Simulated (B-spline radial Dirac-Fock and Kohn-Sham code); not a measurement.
ΔSCF core binding energies without Breit or QED terms, calculated with an atomic code on a B-spline grid.

A sound run for atomic scandium, configuration [Ar] 3d1 4s2: The ground state converged in 11 iterations, with total energy -763.37874 Ha, virial ratio 1.99044 and highest orbital energy -5.75 eV. ΔSCF binding energies: K (1s) 4505.6 eV, L3 (2p3/2) 410.7 eV. Holes are computed only in closed shells, and unreliable hole states are left out.

A second run, with one unsound setting: The ground state converged in 11 iterations, with total energy -753.21400 Ha, virial ratio 2.01511 and highest orbital energy -5.69 eV. ΔSCF binding energies: K (1s) 4386.6 eV, L3 (2p3/2) 412.1 eV. Holes are computed only in closed shells, and unreliable hole states are left out.

```
iter   energy (Ha)        error
   1     -750.56097425  8.23e-01
   2     -752.68365165  1.38e-01
   3     -753.15271745  4.26e-02
   4     -753.20560761  1.67e-02
   5     -753.21276613  6.14e-03
   6     -753.21388795  1.60e-03
   7     -753.21399036  2.95e-04
   8     -753.21399540  3.65e-05
   9     -753.21399551  9.41e-06
  11     -753.21399552  1.87e-07
```

Problem. Which fault fits the second run best?
A. tolerance below the noise
B. unbound anion
C. damping too heavy
D. nuclear radius in wrong units

Solution. D. The input had radius_factor = 100.0: radius_factor inflates the nucleus far beyond its size, which weakens the binding of the inner electrons.
